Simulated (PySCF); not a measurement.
## Working out the ionisation energy of Zn

Zn [Ar] 3d10 4s2 (1S) → Zn⁺ [Ar] 3d10 4s1 (2S). Calculation: PySCF 2.14, in def2-TZVP (6s5p4d1f, 48 functions); the non-relativistic Hamiltonian (point nucleus). Frozen: [Ar]. Energies in hartree (1 hartree = 27.21139 eV):

```json
{"part": "UHF", "Zn (lower)": "-1777.807066", "Zn⁺ (upper)": "-1777.526441"}
{"part": "CCSD correlation", "Zn (lower)": "-0.375261", "Zn⁺ (upper)": "-0.330082"}
{"part": "(T)", "Zn (lower)": "-0.008938", "Zn⁺ (upper)": "-0.005670"}
```

**Question.** What does Hartree-Fock give?

**Answer.** (-1777.526441) − (-1777.807066) = 0.280625 hartree = 7.636 eV.

**Question.** What do CCSD and CCSD(T) give?

**Answer.** The CCSD correlation energies differ by 0.045179 hartree = 1.229 eV and the triples by 0.003268 hartree = 0.089 eV, so CCSD gives 8.865 eV and CCSD(T) 8.954 eV.

Measured between the centres of the two terms (NIST): 9.394 eV, so CCSD(T) (valence) is off by -0.440 eV.

The calculation is non-relativistic.

What remains against the reference includes basis incompleteness, the frozen core and higher excitations.
